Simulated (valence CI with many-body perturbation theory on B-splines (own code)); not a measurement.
**Ar V: electric-dipole lines**

Level of theory: relativistic CI+MBPT: four valence electrons over a frozen Dirac-Fock core [Ne], radial functions for each j: 11 s, 11 p, 9 d, 7 f, 5 g, 2 h, 1 i, with the one-electron correlation potential Σ1, the two-electron term Σ2, the three-electron term Σ3, Breit, model QED; selected CI, second order for the rest, scaled by the run's own slope (own B-spline code, finite nucleus).

Against 28 measured levels this calculation errs by 66 cm⁻¹ on average and by 230 at most. These come from a selection out of Saloman, J. Phys. Chem. Ref. Data 39, 033101 (2010). Levels without a partner in it may be off by more. Among the levels kept, up to 330 cm⁻¹ of a level comes from second order outside the variational space, and about a tenth of that is noise between levels of different J, which matters for small intervals. 3 measured levels below the end of the list, from 252141 cm⁻¹ on, found no clear computed partner, and computed levels of the same name lie up to 13011 cm⁻¹ from them.

Lines 101 to 150 of 231 in falling wavelength, among levels below 347450 cm⁻¹, chosen from the strongest by gf and those to the six lowest levels. Wavelengths and rates use the calculated energies, so an error of 70 cm⁻¹ moves a line at 657.4 Å by 0.046 % and its rate by three times that or more. Electric multipoles are in the length gauge, E1 and E2 with the static RPA response of the core. Weak lines are less certain than strong ones. Lines between different terms over intervals too small for the method are left out, as are lines whose strength nearly cancels. Where a level lies close to another of its J and parity, the split of strength between their lines is uncertain. The highest levels of a list are the least certain. Branching is blank where the lifetime is uncertain.

Names give the largest LS component (configuration and term), which can be under half, so a name can repeat, a term be missing and a line seem to break the LS rules; names also repeat where a configuration has a term twice.

| λ vac (Å) | λ from measured levels | Upper | Lower | A (s⁻¹) | log gf | Branch % |
| --- | --- | --- | --- | --- | --- | --- |
| 664.9 |  | 3s2.3p.4p 3D_2 | 3s2.3p.3d 3F°_3 | 1.55e+09 | -0.29 | 14.3 |
| 664.7 |  | 3s2.3p.4p 3D_3 | 3s2.3p.3d 3F°_4 | 1.99e+09 | -0.04 | 21.8 |
| 663.7 |  | 3s2.3p.4p 3D_1 | 3s2.3p.3d 3F°_2 | 1.47e+09 | -0.54 | 12.8 |
| 661.8 |  | 3s2.3p.4p 3D_2 | 3s2.3p.3d 3F°_2 | 1.72e+08 | -1.25 | 1.6 |
| 660.4 |  | 3s2.3p.4p 3D_3 | 3s2.3p.3d 3F°_3 | 1.59e+08 | -1.14 | 1.7 |
| 657.4 | 657.1 | 3s.3p3 1D°_2 | 3s2.3p2 3P_2 | 1.57e+05 | -4.29 | 0.0 |
| 652.0 | 651.7 | 3s.3p3 1D°_2 | 3s2.3p2 3P_1 | 1.87e+06 | -3.22 | 0.2 |
| 650.6 | 650.9 | 3s.3p3 3S°_1 | 3s2.3p2 1S_0 | 3.60e+07 | -2.16 | 0.2 |
| 634.9 | 635.1 | 3s.3p3 1P°_1 | 3s2.3p2 1S_0 | 6.71e+08 | -0.92 | 6.0 |
| 588.2 |  | 3s2.3p.3d 3F°_2 | 3s2.3p2 1D_2 | 4.65e+06 | -2.92 | 57.4 |
| 585.7 |  | 3s2.3p.3d 3F°_3 | 3s2.3p2 1D_2 | 1.91e+06 | -3.16 | 27.2 |
| 570.1 | 570.7 | 3s.3p3 3S°_1 | 3s2.3p2 1D_2 | 4.14e+08 | -1.22 | 2.0 |
| 562.3 |  | 3s.3p2.3d 3P_2 | 3s.3p3 3P°_1 | 4.65e+08 | -0.96 | 3.2 |
| 562.3 |  | 3s.3p2.3d 3P_2 | 3s.3p3 3P°_2 | 1.30e+09 | -0.51 | 9.0 |
| 559.7 |  | 3p4 3P_2 | 3s.3p3 5S°_2 | 3.01e+05 | -4.15 | 0.0 |
| 559.3 |  | 3s2.3p.4p 1P_1 | 3s.3p3 1D°_2 | 1.51e+09 | -0.67 | 40.9 |
| 559.0 |  | 3s.3p2.3d 3P_1 | 3s.3p3 3P°_1 | 4.04e+08 | -1.25 | 2.8 |
| 559.0 |  | 3s.3p2.3d 3P_1 | 3s.3p3 3P°_0 | 6.38e+08 | -1.05 | 4.4 |
| 559.0 |  | 3s.3p2.3d 3P_1 | 3s.3p3 3P°_2 | 1.03e+09 | -0.84 | 7.1 |
| 558.0 | 558.5 | 3s.3p3 1P°_1 | 3s2.3p2 1D_2 | 9.20e+09 | 0.11 | 82.3 |
| 557.2 |  | 3s.3p2.3d 3P_0 | 3s.3p3 3P°_1 | 2.19e+09 | -0.99 | 15.1 |
| 556.1 |  | 3p4 3P_1 | 3s.3p3 5S°_2 | 1.27e+05 | -4.75 | 0.0 |
| 555.8 |  | 3s.3p2.3d 3D_1 | 3s.3p3 1D°_2 | 4.83e+08 | -1.17 | 6.6 |
| 554.9 | 554.4 | 3s2.3p.3d 3P°_1 | 3s2.3p2 1S_0 | 1.57e+06 | -3.66 | 0.0 |
| 542.4 |  | 3s2.3p.3d 3F°_2 | 3s2.3p2 3P_2 | 1.04e+06 | -3.64 | 12.8 |
| 540.3 |  | 3s2.3p.3d 3F°_3 | 3s2.3p2 3P_2 | 5.12e+06 | -2.80 | 72.8 |
| 539.6 |  | 3s.3p2.3d 1F_3 | 3s.3p3 1D°_2 | 4.50e+09 | 0.14 | 85.1 |
| 538.7 |  | 3s2.3p.3d 3F°_2 | 3s2.3p2 3P_1 | 2.41e+06 | -3.28 | 29.8 |
| 537.1 | 536.7 | 3s2.3p.3d 3D°_1 | 3s2.3p2 1S_0 | 9.48e+05 | -3.91 | 0.0 |
| 535.6 |  | 3p4 1D_2 | 3s.3p3 5S°_2 | 1.78e+03 | -6.42 | 0.0 |
| 530.9 |  | 3s.3p2.3d 5F_1 | 3s.3p3 5S°_2 | 3.30e+03 | -6.38 | 0.3 |
| 530.2 |  | 3s.3p2.3d 5F_2 | 3s.3p3 5S°_2 | 2.02e+04 | -5.37 |  |
| 529.2 |  | 3s.3p2.3d 5F_3 | 3s.3p3 5S°_2 | 3.56e+04 | -4.98 |  |
| 527.1 | 527.7 | 3s.3p3 3S°_1 | 3s2.3p2 3P_2 | 1.11e+10 | 0.14 | 54.3 |
| 523.6 | 524.2 | 3s.3p3 3S°_1 | 3s2.3p2 3P_1 | 6.63e+09 | -0.09 | 32.4 |
| 521.5 | 522.1 | 3s.3p3 3S°_1 | 3s2.3p2 3P_0 | 2.29e+09 | -0.55 | 11.2 |
| 516.7 | 517.3 | 3s.3p3 1P°_1 | 3s2.3p2 3P_2 | 5.39e+08 | -1.19 | 4.8 |
| 513.3 | 513.9 | 3s.3p3 1P°_1 | 3s2.3p2 3P_1 | 6.02e+08 | -1.15 | 5.4 |
| 511.3 | 511.9 | 3s.3p3 1P°_1 | 3s2.3p2 3P_0 | 1.66e+08 | -1.71 | 1.5 |
| 510.9 |  | 3s2.3p.4p 3D_2 | 3s.3p3 3P°_1 | 2.99e+08 | -1.23 | 2.8 |
| 508.3 |  | 3s2.3p.4p 3D_3 | 3s.3p3 3P°_2 | 5.40e+08 | -0.83 | 5.9 |
| 506.8 |  | 3s.3p2.3d 5D_1 | 3s.3p3 5S°_2 | 4.24e+06 | -3.31 | 52.2 |
| 506.5 |  | 3s.3p2.3d 5D_2 | 3s.3p3 5S°_2 | 1.03e+07 | -2.70 | 82.4 |
| 506.0 |  | 3s.3p2.3d 5D_3 | 3s.3p3 5S°_2 | 1.25e+07 | -2.47 | 95.1 |
| 505.4 |  | 3s.3p2.3d 3P_2 | 3s.3p3 3D°_3 | 9.86e+09 | 0.28 | 68.6 |
| 505.0 |  | 3s.3p2.3d 3P_2 | 3s.3p3 3D°_2 | 2.28e+09 | -0.36 | 15.8 |
| 504.9 |  | 3s.3p2.3d 3P_2 | 3s.3p3 3D°_1 | 1.79e+08 | -1.47 | 1.2 |
| 502.4 |  | 3s.3p2.3d 3P_1 | 3s.3p3 3D°_2 | 8.62e+09 | -0.01 | 59.6 |
| 502.2 |  | 3s.3p2.3d 3P_1 | 3s.3p3 3D°_1 | 3.47e+09 | -0.40 | 24.0 |
| 500.8 |  | 3s.3p2.3d 3P_0 | 3s.3p3 3D°_1 | 1.19e+10 | -0.35 | 82.7 |

(1) How does gf follow from A for the line at 523.6 Å?

Answers

(1) gf = 1.4992 × (2J+1)_upper × A / σ², with σ = 191003 cm⁻¹ and 2J+1 = 3: gf = 0.817.
